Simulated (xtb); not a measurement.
C3H5ClSi, SMILES C(=C=C)[SiH2]Cl. All values are semi-empirical tight-binding results from xtb (GFN2-xTB unless named), good for trends rather than for accurate numbers. Geometry: GFN2-xTB. The structure was generated by enumeration, and PubChem lists no compound with its InChIKey, so it may never have been made. One conformer was computed; it need not be the lowest.

Optimised geometry:

```xyz
10

C      3.2923    -0.0024    -0.7089
C      2.1396    -0.0958    -0.1298
C      0.9630    -0.1720     0.4121
Si    -0.6190     0.4195    -0.4223
Cl    -2.1605    -0.3247     0.6566
H      3.9157     0.8692    -0.5921
H      3.6882    -0.7979    -1.3188
H      0.8733    -0.5938     1.4063
H     -0.7297    -0.0875    -1.7880
H     -0.7227     1.8783    -0.3991
```

```yaml
orbital_gap: 4.32 eV
dipole_moment: 2.17 D
zero_point_energy: 39.1 kcal/mol
G − E(el) at 298.15 K (modified RRHO): 18.8 kcal/mol
static polarisability (D4 model): 76.1 bohr³
solvation energy, GFN2-xTB/ALPB(water): -1.2 kcal/mol
solvation energy, GFN2-xTB/ALPB(dmf): -5.4 kcal/mol
```

Question: Give the atomic charges and the Wiberg bond orders between heavy atoms. (The exact figures need the calculation; the answer reports its results.)

Answer: charges (e) C1 -0.11, C2 0.00, C3 -0.15, Si4 0.49, Cl5 -0.27, H6 0.06, H7 0.06, H8 0.06, H9 -0.07, H10 -0.07. Bond orders C1–C2 1.96, C2–C3 1.94, C3–Si4 0.90, Si4–Cl5 1.07.
